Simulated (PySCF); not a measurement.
PBE0 on Ne²⁺ (neon, charge +2), [He] 2s1 2p4 3d1, one real determinant (an excited configuration). Computed with PySCF 2.14 in dyall-av2z (11s7p2d, 42 functions), with no relativity, point nucleus.

```
cycle= 1 E= -123.52212581385  delta_E= -0.00317  |g|= 0.0082  |ddm|= 0.0365
cycle= 2 E= -123.522134169696  delta_E= -8.36e-06  |g|= 0.00082  |ddm|= 0.00228
cycle= 3 E= -123.522134317821  delta_E= -1.48e-07  |g|= 0.000232  |ddm|= 0.000254
cycle= 4 E= -123.522134326295  delta_E= -8.47e-09  |g|= 2.48e-05  |ddm|= 5.64e-05
cycle= 5 E= -123.522134326452  delta_E= -1.56e-10  |g|= 9.35e-07  |ddm|= 7.76e-06
converged SCF energy = -123.522134326452  <S^2> = 6.0006114  2S+1 = 5.0002446
```

Highest occupied orbital energy: 2.025 eV; ⟨L²⟩ = 8.00; populations by l: s 3.00, p 4.00, d 1.00.

(1) Can this result be used?

## Answers

(1) Not for this state. Self-consistency was reached. ⟨L²⟩ = 8.00 against 12 for a pure F term, so this real determinant mixes terms. The outer electron is Rydberg-like, and this basis confines it to a smaller radius and binds it less than a complete one would. At PBE0 the highest occupied level has a positive energy, so only the finite basis holds that electron; for this excited configuration the basis is too tight for the outer shell.
